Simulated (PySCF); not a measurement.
Question: Give a PBE0-D3(BJ)/def2-SVP geometry of `CC[C@H]([AsH2])C[AsH2]`.

Answer: 
Z-matrix in Å and degrees, rows numbered from 1:
```
C 
C   1  1.5205
C   2  1.5287  1  115.25
As  3  2.0017  2  110.27  1   -57.60
C   3  1.5205  2  112.83  1   176.07
As  5  1.9969  3  113.13  2   -60.83
H   1  1.1001  2  111.01  3  -174.48
H   1  1.1012  2  112.14  3    65.24
H   1  1.1018  2  111.07  3   -54.73
H   2  1.1055  1  108.53  3   121.19
H   2  1.1053  1  110.18  3  -123.87
H   3  1.1057  2  108.24  1    55.27
H   4  1.5258  3   94.81  2  -165.70
H   4  1.5284  3   94.32  2   -73.26
H   5  1.1004  3  110.52  2  -178.27
H   5  1.1006  3  111.06  2    63.02
H   6  1.5256  5   96.89  3    92.14
H   6  1.5255  5   94.31  3  -175.48
```

As4 (arsenic bonded to C and 2 H) is pyramidal (angles 94.8°, 94.3° and 92.1°, sum 281.2°, 0.89 Å off the plane of its three neighbours). Of the pairs four or more bonds apart, As6···H10 is among the closest relative to their van der Waals radii: 2.79 Å, 91 % of the sum of Bondi's values. As6 (arsenic bonded to C and 2 H) is pyramidal (angles 96.9°, 94.3° and 91.8°, sum 283.0°, 0.88 Å off the plane of its three neighbours).

Method used: PBE0-D3(BJ)/def2-SVP geometry optimisation, gas phase in PySCF 2.14.0.

Point group: C1 (no symmetry element, even within 0.4 Å). Whether it is a minimum is left open (no frequencies). The numbers are those of one conformer (C1–C2–C3–As4 -58°, C2–C3–As4–H -166° and -73°, C2–C3–C5–As6 -61°, C3–C5–As6–H 92° and -175°).

Cost: about 2.3 min of CPU time on one thread; the machine was shared, so the figure is rough. This is the geometry optimisation.
